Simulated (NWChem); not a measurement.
System: C2H7FOSi; SMILES OCC[SiH2]F

Input file for NWChem:

```
start job
memory heap 200 mb stack 900 mb global 1100 mb
geometry units angstroms noautoz
  O      0.776614    -2.003772     0.101631
  C     -0.555968    -1.716056    -0.262386
  C     -0.975751    -0.332118     0.213080
  Si     0.418099     0.895232    -0.088572
  F     -0.221951     2.396438    -0.012161
  H      0.815567    -2.096176     1.060067
  H     -0.577972    -1.754121    -1.363103
  H     -1.252329    -2.499395     0.093977
  H     -1.884089     0.014785    -0.308229
  H     -1.220171    -0.335009     1.290459
  H      0.991378     0.725257    -1.452445
  H      1.476803     0.840977     0.956876
end
basis spherical
  * library 6-311g**
end
dft
  xc b3lyp
  iterations 150
  mulliken
end
task dft energy
```

All runs use the structure optimised with PBE0/def2-SVP. Not confirmed as a minimum by frequencies. B3LYP is NWChem's, with the RPA form of VWN correlation.

Problem. Give the results of this calculation. (B3LYP/6-311G** (spherical d).) Quantities: basis functions; energy (Ha); highest occupied level (eV); orbital gap (eV); dipole (D).

Solution. 
| Item | Result |
|---|---|
| number of basis functions | 140 |
| energy (Ha) | -545.14 |
| highest occupied level (eV) | -7.93 |
| orbital gap (eV) | 8.18 |
| dipole (D) | 2.55 |
